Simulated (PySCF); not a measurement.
## Dipole moment and polarisability of `C=Cc1ccncc1`

Species: C7H7N.
Cartesian coordinates in Å at the GFN2-xTB level; atoms count from 1:
```xyz
15
C7H7N angstrom
C     -2.4441    0.9978    0.0525
C     -1.6933   -0.0693   -0.1905
C     -0.2424   -0.1503   -0.0704
C      0.5645    0.9186    0.3263
C      1.9330    0.7317    0.4069
N      2.5380   -0.4114    0.1286
C      1.7809   -1.4283   -0.2478
C      0.4041   -1.3538   -0.3633
H     -3.5137    0.9675   -0.0632
H     -2.0323    1.9390    0.3735
H     -2.1682   -0.9887   -0.5112
H      0.1390    1.8793    0.5686
H      2.5856    1.5402    0.7112
H      2.3095   -2.3472   -0.4674
H     -0.1651   -2.2172   -0.6758
```

Level: CAM-B3LYP/def2-SVPD (PySCF), static field, nuclei fixed, core orbitals frozen in the response. The polarisability tensor in these axes (au):

```
x   118.14 -13.84   2.58
y   -13.84  93.45  11.29
z     2.58  11.29  54.36
```

Problem. Diagonalise the tensor; give its mean and Δα, where Δα² is half the sum of the squared differences of the eigenvalues.

Solution. Principal values 50.76, 90.78 and 124.42 au; mean 88.65 au = 13.14 Å³ = 14.62 × 10⁻⁴⁰ C²·m²/J; Δα = 63.87 au (72 % of the mean).

Problem. What is the dipole moment, and where does it point?

Solution. (-2.51, 0.30, -0.16) D, 2.53 D in size, pointing from the negative to the positive side. Measured along this direction, the outermost atoms are N6 and H14 at the negative end and H9 at the positive end.

Problem. Find the Langevin capture rate constant for NO+ (29.998 u) meeting this molecule (105.058 u), k = 2.342 × 10⁻⁹ cm³/s × √(α in Å³ / reduced mass in u).

Solution. The reduced mass is 23.33 u, so k = 1.76 × 10⁻⁹ cm³/s. The formula leaves out the permanent dipole, which adds to the capture rate.

Problem. What depolarisation ratio follows for Rayleigh scattering of linearly polarised light, taking the static tensor?

Solution. ρ = 3Δα²/(45ᾱ² + 4Δα²) = 12238.8/(353668 + 16318.4) = 0.0331.

Problem. In TDDFT the mean static polarisability is Σ f/ω² over all singlet excitations (ω in hartree). How much of it do the 8 lowest give? Their energies (eV) and oscillator strengths: 4.77, 0.0029; 5.21, 0.0480; 5.33, 0.3317; 5.42, 0.0001; 6.51, 0.2157; 6.75, 0.4290; 7.09, 0.0072; 7.26, 0.0004.

Solution. They add up to 20.91 au, 23.6 % of the 88.65 au; the largest single term is 8.66 au, from the state at 5.33 eV. Terms in order: 0.09, 1.31, 8.66, 0.00, 3.76, 6.97, 0.11, 0.01 au. Higher excitations give the rest. The strengths listed sum to 1.035.

One conformer (not necessarily the lowest) at the GFN2-xTB geometry, without solvent, vibrations or thermal averaging.

The run behind these numbers computed excited states as well. The run took 42 s on one thread, Arm Neoverse V1, on a shared host.
